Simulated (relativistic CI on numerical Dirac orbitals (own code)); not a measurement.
**Energy levels of Pm19+**

Computed by Dirac-Coulomb-Breit CI, orbitals from a KLI potential per configuration, QED by a radiative potential, unscaled Slater integrals (own radial code, finite nucleus).

CI space (outside the closed core [Ar] 3d10): 4s2.4p6.4d6, 4s2.4p5.4d7, 4s2.4p6.4d5.4f, 4s2.4p4.4d8, 4s.4p6.4d7, 4s2.4p6.4d5.5s, 4p6.4d8, 4s.4p6.4d6.4f, 4s2.4p6.4d5.5p, 4s2.4p6.4d5.5d, 4s2.4p6.4d4.5s2, 4s2.4p4.4d7.5s, 4s2.4p6.4d5.6s, 4s.4p6.4d6.5s, 4s.4p6.4d5.5s2, 4p6.4d7.5s. Levels of other configurations are missing.

The lowest level is 4s2.4p6.4d6 5D_4, with 68 % of that term; Hund's rules for 4s2.4p6.4d6 give 5D with J = 4, in agreement.

```
No.  Configuration  Term  J  E (cm⁻¹)   %  Landé g
  1    4s2.4p6.4d6    5D  4         0  68    1.402
  2    4s2.4p6.4d6    3P  2     14793  41    1.407
  3    4s2.4p6.4d6    5D  3     28040  86    1.449
  4    4s2.4p6.4d6    5D  0     32423  56         
  5    4s2.4p6.4d6    5D  1     36206  72    1.442
  6    4s2.4p6.4d6    1G  4     47260  23    1.098
  7    4s2.4p6.4d6    3G  5     62903  54    1.123
  8    4s2.4p6.4d6    3H  6     64482  80    1.132
  9    4s2.4p6.4d6    5D  2     68825  41    1.139
 10    4s2.4p6.4d6    3F  3     72309  45    1.023
 11    4s2.4p6.4d6    3F  2     74289  40    1.138
 12    4s2.4p6.4d6    1S  0     88672  53         
 13    4s2.4p6.4d6    3H  4     92654  45    0.986
 14    4s2.4p6.4d6    3D  1     93798  66    0.838
 15    4s2.4p6.4d6    3D  2     95057  59    1.159
 16    4s2.4p6.4d6    3G  4     97907  38    1.103
 17    4s2.4p6.4d6    3P  0    104420  94         
 18    4s2.4p6.4d6    3H  5    104927  54    1.107
 19    4s2.4p6.4d6    3D  3    105028  63    1.261
 20    4s2.4p6.4d6    1F  3    111012  43    0.981
 21    4s2.4p6.4d6    3F  3    116024  36    0.960
 22    4s2.4p6.4d6    1I  6    117773  80    1.031
 23    4s2.4p6.4d6    3P  1    125019  70    1.254
 24    4s2.4p6.4d6    1D  2    131621  47    1.054
 25    4s2.4p6.4d6    1G  4    134252  63    1.042
 26    4s2.4p6.4d6    3P  1    141036  82    1.461
 27    4s2.4p6.4d6    3F  2    154667  85    0.749
 28    4s2.4p6.4d6    3F  4    155890  71    1.175
 29    4s2.4p6.4d6    1G  4    180096  74    1.032
 30    4s2.4p6.4d6    3P  2    180876  64    1.337
 31    4s2.4p6.4d6    3F  3    184119  50    1.065
 32    4s2.4p6.4d6    3P  0    185425  56         
 33    4s2.4p6.4d6    1D  2    209637  94    1.004
 34    4s2.4p6.4d6    1S  0    260311  91         
 35    4p5.4d7(4F)   5G°  6    889310  86    1.311
 36    4p5.4d7(4F)   5F°  5    910100  49    1.293
 37    4p5.4d7(4F)   3D°  3    912538  61    1.292
 38    4p5.4d7(4P)   3P°  0    919842  53         
 39    4p5.4d7(4P)   5D°  4    926820  33    1.367
 40    4p5.4d7(2P)   3P°  2    932697  25    1.279
 41    4p5.4d7(4F)   5G°  5    934217  67    1.241
 42    4p5.4d7(4F)   5D°  3    942463  32    1.458
 43    4p5.4d7(2D)   3F°  4    945837  42    1.277
 44    4p5.4d7(4F)   5D°  1    947225  36    1.370
 45    4p5.4d7(4P)   3P°  2    950236  24    1.331
```

Energies count from the lowest computed level; ° marks odd parity. Percentages are summed over parent terms; the parents shown are those of the largest component, closed shells are left out there.

The mean weight of the leading LS term, summed over parents, in these 45 levels is 58 %, and that of the leading jj configuration (from the same eigenvectors) 68 %.

At this charge energies of transitions that change n are usually good to better than 1 %, and those within a shell (Δn = 0) to a few per cent. Terms inside the open d or f shell come out 10 to 20 % too wide with unscaled integrals.

LS names give the leading component of a level, which can be under half, so a name can repeat, a term be missing and a line seem to break the LS rules.
